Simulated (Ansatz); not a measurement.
CH$_{6}$F$_{2}$SiSn, SMILES `C[Si](F)(F)[SnH3]`. The species carries charge 0 and has multiplicity 1. Correlated methods include outer-core shells of Sn, which these sets cover unevenly. Sn takes the def2 core potential.

```xyz
11

C     0.917   -1.602   -0.130
Si    0.802    0.241   -0.179
F     1.831    0.844    0.885
F     1.305    0.745   -1.609
Sn   -1.514    1.260    0.269
H     0.625   -1.980    0.853
H     1.944   -1.920   -0.333
H     0.261   -2.049   -0.880
H    -2.067    0.810    1.820
H    -1.463    2.961    0.182
H    -2.642    0.688   -0.878
```

(1) Give the diagnostics of a CCSD(T)/def2-TZVPP run (frozen core, Ansatz). (An estimate is asked.)

Answers

(1) Ansatz gave: T1 = 0.0128, largest single amplitude 0.020, largest double 0.027, (T) share of the correlation energy 2.9 %, 9 CCSD cycles. The RHF solution is stable towards an unrestricted one. T1 lies under the customary mark of 0.02 for closed shells.
